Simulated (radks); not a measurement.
Coherent X-ray form factor from a spherical all-electron density. Method: Dirac Kohn-Sham, LB94 model potential, spin-unpolarised, spherical densities, finite nucleus; Fermi nuclear charge, rms radius of each element as measured or else 0.836 A^(1/3) + 0.57 fm; computed with a radial shooting solver on a logarithmic mesh with Libxc functionals.

sin(theta)/lambda (1/angstrom)  f0 (electrons)
0.05                                    32.941
0.1                                     32.763
0.15                                    32.473
0.2                                     32.074
0.25                                    31.577
0.3                                     30.991
0.4                                     29.598
0.5                                     27.996
0.6                                     26.283
0.8                                     22.853
1                                       19.750
1.25                                    16.506
1.5                                     13.854
2                                        9.816

The species is in the configuration that NIST lists as its ground one. Which atom or ion scatters so?

Answer. The praseodymium ion Pr26+, [Ar] 3d10 4s2 4p3. Extrapolating in s^2 from the first two rows gives f0(0) = 33.0, near the electron count 33; among species with that count, the fall with angle is slower the higher Z, and the table is that of Z = 59; from so few rows the species is fixed only to a neighbour or two.
